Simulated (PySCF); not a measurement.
# Size series: flake hBN

All values: TDA B3LYP/def2-SVP, gas phase, PySCF SCF with an in-house response code, fitting set def2-universal-JFIT up to Ne and JKFIT beyond, grid level 1 (kernel 0), vertical, one conformer each, geometries GFN2-xTB; core orbitals frozen in the response, virtual orbitals above 1.5 Eh left out. The lowest 6 singlets were sought, and the brightest is taken among them. The runs took 2 to 6 CPU minutes each on shared server CPUs.

Tubes, flakes and crystal cuts are finite pieces capped as the formulas show; sizes are those of the cut before relaxation.

| rings | formula | HOMO-LUMO gap / eV | S1 / eV | T1 (TDA) / eV | HOMO / eV | LUMO / eV |
| --- | --- | --- | --- | --- | --- | --- |
| 4 | B9H12N9 | 6.67 | 5.98 | 5.60 | -6.84 | -0.17 |
| 6 | B13H16N13 | 6.59 | 5.92 | 5.62 | -6.73 | -0.14 |
| 7 | B13H13N12 | 6.71 | 6.01 | 5.71 | -7.22 | -0.50 |
| 8 | B14H15N15 | 6.44 | 5.81 | 5.56 | -6.43 | 0.02 |
| 9 | B16H15N15 | 6.36 | 5.78 | 5.57 | -6.91 | -0.55 |
